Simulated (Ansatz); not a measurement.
BH8NSi2 can be A, `BN([SiH3])[SiH3]`, or B, `BN[SiH2][SiH3]`.

Calculated with Ansatz (gas phase, PBE0-D4/def2-TZVP geometries, no zero-point term in ΔE). CBS: MP2 limit from def2 TZ/QZ plus the TZ coupled-cluster correction, frozen cores. DFT in def2-TZVPP. B3LYP here is the variant with VWN-RPA as its local correlation; programs differ in this. One conformer a species, not always the lowest.

A:

```xyz
12

B     0.0227   -0.1145    1.6626
N     0.0211   -0.0403    0.2560
Si    0.9170   -1.1650   -0.7438
Si   -0.9278    1.2413   -0.4794
H     0.6495   -0.9653    2.2272
H    -0.6149    0.6898    2.2893
H     1.8955   -0.4246   -1.5827
H     1.6201   -2.1252    0.1377
H    -0.0141   -1.8857   -1.6509
H    -0.4337    2.5700   -0.0429
H    -2.3595    1.1006   -0.1192
H    -0.7760    1.1189   -1.9538
```

B:

Z-matrix (Å, degrees):
```
Si
N 1 1.751
Si 1 2.344 2 111.0
H 1 1.490 2 109.6 3 120.2
H 1 1.483 2 107.1 3 -121.4
B 2 1.399 1 126.8 3 114.5
H 2 1.011 1 116.5 3 -63.9
H 3 1.488 1 110.6 2 -63.2
H 3 1.488 1 110.5 2 176.0
H 3 1.490 1 109.9 2 56.4
H 6 1.198 2 119.0 1 1.3
H 6 1.198 2 119.6 1 -178.7
```

Which isomer does CCSD(T)/CBS put lower? Give the gap. (Best estimate.)

The calculation gave: A, by 10.5 kcal/mol.

Give E(B) − E(A) in kcal/mol with B3LYP, B2PLYP, LDA (SPW92), CCSD(T)/def2-SVP, PBE-D4, CCSD(T)/def2-TZVPP, HF/def2-TZVPP. (Best estimate.)

The calculation gave: B3LYP 8.1, B2PLYP 10.0, LDA (SPW92) 5.5, CCSD(T)/def2-SVP 9.7, PBE-D4 4.9, CCSD(T)/def2-TZVPP 10.5, HF/def2-TZVPP 12.8. None reverses the order clearly.

Does the order hold for the free energy at 298.15 K (harmonic terms from PBE0-D4)? (Best estimate.)

The calculation gave: Yes: G(B) − G(A) = +11.4 kcal/mol, for one conformer each. Modes under 60 cm⁻¹, often nearly free rotors, make the harmonic entropy too high.

Largest T1 diagnostic: 0.013.

From r2SCAN to r2SCAN0 (25 % exact exchange), in def2-TZVPP and without D4, E(B) − E(A) moves by +0.8 kcal/mol. At CCSD(T), def2-SVP lies −0.8 kcal/mol from the extrapolated value and def2-TZVPP −0.0 kcal/mol.
